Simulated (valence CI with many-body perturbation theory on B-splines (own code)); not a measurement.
## Ladder of approximations for Sm28+

Computed by valence CI with perturbative core correlation (CI+MBPT): six valence electrons over a frozen Dirac-Fock core [Ar] 3d10, a basis of 9 s, 9 p, 8 d, 6 f, 3 g, 1 h functions for each j, with the one-electron correlation potential Σ1, the two-electron term Σ2, the three-electron term Σ3, Breit, model QED; selected CI, second order for the rest, scaled by the run's own slope (own B-spline code, finite nucleus).

No measured spectrum was set against this ion. As an estimate, large intervals hold to a few tenths of a per cent, small ones and those within an open d or f shell to about a per cent. Among the levels kept, up to 640 cm⁻¹ of a level comes from second order outside the variational space, and about a tenth of that is noise between levels of different J, which matters for small intervals.

Each rung adds one term. CI alone is the Dirac-Coulomb CI over the frozen core; QED comes last and gives the full result, which names the levels. Energies are above (4s^2 4p1/2^2 4p3/2^2) J=2 on the same rung, in cm⁻¹.

Levels are named by their leading jj configuration (3d3/2^4 stands for four electrons in 3d with j = 3/2), which in mixed levels can hold well under half, so a name can repeat and another be missing. Letters in brackets count levels of one name in rising energy.

| Level | CI alone |
| --- | --- |
| (4s^2 4p1/2^2 4p3/2^2) J=0 | 53205 |
| (4s^2 4p1/2 4p3/2^3) J=1 | 275033 |
| (4s^2 4p1/2 4p3/2^3) J=2 | 304211 |
| (4s^2 4p3/2^4) J=0 | 602490 |
| (4s 4p1/2^2 4p3/2^3) J=2 | 825395 |
| (4s^2 4p1/2^2 4p3/2 4d3/2) J=1 [a] | 868668 |
| (4s^2 4p1/2^2 4p3/2 4d3/2) J=2 | 902751 |
| (4s^2 4p1/2^2 4p3/2 4d3/2) J=0 | 913639 |
| (4s^2 4p1/2^2 4p3/2 4d3/2) J=3 | 917272 |
| (4s^2 4p1/2^2 4p3/2 4d3/2) J=1 [b] | 964172 |
| (4s^2 4p1/2^2 4p3/2 4d5/2) J=4 | 968312 |
| (4s^2 4p1/2^2 4p3/2 4d5/2) J=2 | 1008940 |
| (4s^2 4p1/2^2 4p3/2 4d5/2) J=3 | 1044070 |
| (4s^2 4p1/2^2 4p3/2 4d5/2) J=1 | 1078330 |
| (4s 4p1/2 4p3/2^4) J=0 | 1095730 |
| (4s^2 4p1/2 4p3/2^2 4d3/2) J=1 [a] | 1130090 |

Problem. What do these energies become with core correlation, Breit and QED?

Solution. (4s^2 4p1/2^2 4p3/2^2) J=0 52313 (-892); (4s^2 4p1/2 4p3/2^3) J=1 274554 (-479); (4s^2 4p1/2 4p3/2^3) J=2 302966 (-1245); (4s^2 4p3/2^4) J=0 600387 (-2103); (4s 4p1/2^2 4p3/2^3) J=2 823584 (-1811); (4s^2 4p1/2^2 4p3/2 4d3/2) J=1 [a] 865847 (-2821); (4s^2 4p1/2^2 4p3/2 4d3/2) J=2 899048 (-3703); (4s^2 4p1/2^2 4p3/2 4d3/2) J=0 909993 (-3646); (4s^2 4p1/2^2 4p3/2 4d3/2) J=3 913267 (-4006); (4s^2 4p1/2^2 4p3/2 4d3/2) J=1 [b] 958166 (-6006); (4s^2 4p1/2^2 4p3/2 4d5/2) J=4 963367 (-4945); (4s^2 4p1/2^2 4p3/2 4d5/2) J=2 1002320 (-6616); (4s^2 4p1/2^2 4p3/2 4d5/2) J=3 1036610 (-7454); (4s^2 4p1/2^2 4p3/2 4d5/2) J=1 1070660 (-7667); (4s 4p1/2 4p3/2^4) J=0 1093810 (-1918); (4s^2 4p1/2 4p3/2^2 4d3/2) J=1 [a] 1126720 (-3377).

Problem. How does the ionisation energy move along the ladder, and which term matters most?

Solution. CI alone 1061.5, + Σ1 1062.9, + Σ2 1063.1, + Σ3 1062.7, + Breit 1062.1, + QED 1062.1 eV. The largest step is Σ1, 1.4 eV. NIST lists 1060 ± 4 eV (theoretical).
